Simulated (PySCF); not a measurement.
# Adding and removing an electron: SbH

PBE0; Sb def2-SVPD with ECP28, H def2-SVPD; scalar-relativistic core potentials (PySCF 2.14). Neutral (UKS): triplet (π ↑↑), Re = 1.724 Å, ωe = 1930 cm⁻¹, De = 2.54 eV, HOMO -6.41 eV, LUMO -2.77 eV.

SbH⁺ (UKS): doublet (π ↑), Re = 1.722 Å, ωe = 1984 cm⁻¹, De = 2.67 eV to Sb⁺ + H. The energies at the minima are -240.81207 hartree for SbH and -240.48470 for SbH⁺.

(1) Work out the adiabatic ionisation energy, without and with harmonic zero-point energies (1 hartree = 27.2114 eV, 1 eV = 8065.5 cm⁻¹), and the change of the bond length.

These are scalar-relativistic numbers at best; spin–orbit coupling would shift them, the dissociation energy most. For an ion De counts to the pair picked by the measured ionisation energies or electron affinities, which need not be the lowest pair at this level. States were picked by a PBE0 search and need not be the measured ground states.

## Answers

(1) At PBE0: 0.32737 hartree = 8.908 eV between the minima; the zero-point term (1984.0 − 1930.0)/2 cm⁻¹ = +0.003 eV makes it 8.912 eV. Re changes by -0.2 pm against the neutral. The electron leaves a π orbital, which is non-bonding in a hydride.
